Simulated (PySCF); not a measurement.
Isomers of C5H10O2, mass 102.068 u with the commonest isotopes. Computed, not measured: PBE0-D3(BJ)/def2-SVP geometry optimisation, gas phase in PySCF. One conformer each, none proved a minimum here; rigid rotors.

Problem. Order these by rotational constant A, smallest first.
A. `[CH3:1][C:2]([CH3:3])([CH3:4])[C:5](=[O:6])[OH:7]` with C2–C5–O7–H 180°
B. `[CH3:1][CH2:2][CH2:3][CH2:4][O:5][CH:6]=[O:7]` with C1–C2–C3–C4 180°, C2–C3–C4–O5 180°, C3–C4–O5–C6 -179°, C4–O5–C6–O7 0° (butyl formate)
C. `[CH3:1][CH2:2][CH2:3][O:4][C:5]([CH3:6])=[O:7]` with C1–C2–C3–O4 176°, C2–C3–O4–C5 84°, C3–O4–C5–C6 179° (propyl acetate)

Solution. A (3336 MHz), C (6926 MHz), B (11437 MHz).

Problem. Order these by rotational constant C, largest first.
A. `[CH3:1][CH2:2][CH2:3][CH2:4][O:5][CH:6]=[O:7]` with C1–C2–C3–C4 180°, C2–C3–C4–O5 180°, C3–C4–O5–C6 -179°, C4–O5–C6–O7 0°
B. `[CH3:1][C:2]([CH3:3])([CH3:4])[C:5](=[O:6])[OH:7]` with C2–C5–O7–H 180°
C. `[CH3:1][CH2:2][CH2:3][O:4][C:5]([CH3:6])=[O:7]` with C1–C2–C3–O4 176°, C2–C3–O4–C5 84°, C3–O4–C5–C6 179° (propyl acetate)

Solution. B (2004 MHz), C (1208 MHz), A (878.5 MHz).

Problem. Order these by rotational constant B, smallest first.
A. `[CH3:1][CH2:2][CH2:3][O:4][C:5]([CH3:6])=[O:7]` with C1–C2–C3–O4 176°, C2–C3–O4–C5 84°, C3–O4–C5–C6 179°
B. `[CH3:1][C:2]([CH3:3])([CH3:4])[C:5](=[O:6])[OH:7]` with C2–C5–O7–H 180°
C. `[CH3:1][CH2:2][CH2:3][CH2:4][O:5][CH:6]=[O:7]` with C1–C2–C3–C4 180°, C2–C3–C4–O5 180°, C3–C4–O5–C6 -179°, C4–O5–C6–O7 0° (butyl formate)

Solution. C (929.6 MHz), A (1304 MHz), B (2389 MHz).

```csv
SMILES,point group,Ia (u·Å²),Ib (u·Å²),Ic (u·Å²),κ,μa (D),μb (D),μc (D)
CCCCOC=O,Cs,44.19,543.65,575.25,-0.99,1.89,1.01,0.01
CCCOC(C)=O,C1,72.97,387.55,418.27,-0.97,0.30,1.66,0.19
CC(C)(C)C(=O)O,–,151.49,211.59,252.22,-0.42,0.55,1.50,0.01
```
